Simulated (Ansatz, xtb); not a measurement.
**A geometry optimisation of CH3BF2 with r2SCAN-D4/def2-SVP**

The starting geometry of this gas-phase singlet was built from a drawn formula by distance geometry and a force field; its bonds are those of `F[BH2-][CH+]F`.

```yaml
atoms:
  - { symbol: C, position_ang: [1.4917, 0.4332, -0.2294] }
  - { symbol: B, position_ang: [0.0834, 0.3014, -0.9741] }
  - { symbol: F, position_ang: [-0.8726, 1.1421, -0.2737] }
  - { symbol: F, position_ang: [2.0968, 1.6148, -0.1018] }
  - { symbol: H, position_ang: [0.2251, 0.7494, -2.0614] }
  - { symbol: H, position_ang: [-0.2832, -0.8123, -0.9811] }
  - { symbol: H, position_ang: [1.9493, -0.4489, 0.1732] }
```

Q: Where would you expect an optimisation with r2SCAN-D4/def2-SVP to take it?

A: It rearranges to `FBCF`. Contacts that open: B2–H5 (1.18 → 2.20 Å). Contacts that close: C1–H5 (2.25 → 1.11 Å).

The energy falls by 3.09 eV over 17 steps:

| step | E − E(last) (eV) |
| --- | --- |
| 1 | 3.092 |
| 3 | 2.268 |
| 5 | 1.695 |
| 6 | 1.388 |
| 8 | 0.602 |
| 10 | 0.211 |
| 12 | 0.022 |
| 13 | 0.015 |
| 15 | 0.001 |
| 17 | 0.000 |

Final geometry (Å):

```yaml
atoms:
  - { symbol: C, position_ang: [1.3363, 0.5033, -0.6903] }
  - { symbol: B, position_ang: [-0.2070, 0.2557, -0.5986] }
  - { symbol: F, position_ang: [-0.9911, 1.1425, -0.0144] }
  - { symbol: F, position_ang: [1.7466, 1.6917, -0.1177] }
  - { symbol: H, position_ang: [1.6473, 0.4759, -1.7560] }
  - { symbol: H, position_ang: [-0.7136, -0.7447, -1.0572] }
  - { symbol: H, position_ang: [1.8722, -0.3447, -0.2141] }
```

From the same start GFN2-xTB reaches the same bonding as this run.

No frequencies were run, so the end isn't proven a minimum. Run with Ansatz 0.2.0, 73 s on 1 thread of AMD EPYC (Zen 3), with other jobs on the host.
